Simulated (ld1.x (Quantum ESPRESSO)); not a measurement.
**Reading a pseudo-wave (lithium)**

Columns: radius, all-electron u(r) and pseudo u(r) of the 2p shell (level -1.09 eV) of lithium in the configuration 1s2 2s1 2p0; PBE, scalar-relativistic, TM scheme, ld1.x (Quantum ESPRESSO) 7.5.

```
r (bohr)  all-electron  pseudo
   0.210        0.0155  0.0063
   0.420        0.0482  0.0245
   0.630        0.0870  0.0535
   0.840        0.1272  0.0909
   1.050        0.1667  0.1341
   1.260        0.2042  0.1799
   1.470        0.2389  0.2254
   1.680        0.2705  0.2680
   1.890        0.2998  0.3058
   2.100        0.3274  0.3378
   2.310        0.3522  0.3638
   2.520        0.3738  0.3843
   2.730        0.3920  0.4000
   2.940        0.4067  0.4120
   3.150        0.4180  0.4209
   3.360        0.4261  0.4273
   3.570        0.4310  0.4314
   3.780        0.4331  0.4331
   3.990        0.4325  0.4325
   4.200        0.4297  0.4297
   4.410        0.4248  0.4248
   4.620        0.4183  0.4183
   4.830        0.4104  0.4104
   5.040        0.4013  0.4013
   5.250        0.3914  0.3914
   5.460        0.3808  0.3808
```

(1) How many radial nodes do the two functions have?

(2) At about which radius was the pseudo-wave matched?

(3) Is the pseudo-wave norm-conserving?

Results:

(1) The all-electron 2p function has n − l − 1 = 0; the pseudo-wave has 0.

(2) 4.20 bohr. The columns agree to 0.0005 from 3.57 bohr on; several derivatives are matched, so the curves merge somewhat inside the radius.

(3) Yes: the TM scheme keeps the norm inside the radius equal to the all-electron one, which fixes the energy derivative of the logarithmic derivative at the level.
